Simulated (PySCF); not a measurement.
Nitrogen: a sound run and one with changed settings

Sound run: N⁺ [He] 2s2 2p2, N²⁺ [He] 2s2 2p1. Computed with PySCF 2.14 in x2c-TZVPall (5s3p2d1f, 31 functions), with the spin-free X2C one-electron Hamiltonian (Gaussian nucleus). In the sound run the correlated levels freeze 1s2. The sound run starts from symmetry-adapted Hartree-Fock orbitals and uses a fine grid where one is needed.

A second run was set up differently.

```csv
species,method,sound run (hartree),changed run (hartree),converged
N⁺,MP2,-53.99196,-53.92889,yes
N⁺,CCSD(T),-54.01473,-53.93069,yes
```

Ionisation energy of N⁺:

```
 method  sound run (eV)  changed run (eV)
    UHF          29.203            29.203
    MP2          29.611            29.403
SCS-MP2          29.478            29.270
   CCSD          29.457            29.452
CCSD(T)          29.472            29.452
  CCSDT             n/a            29.452
    FCI             n/a            29.452
```

Task: What was changed?
A. all electrons correlated in a valence basis
B. basis contracted for another Hamiltonian
C. a valence shell is frozen
D. level shift left on

Result: C. Freezing a valence shell removes pair correlation that changes on ionisation.
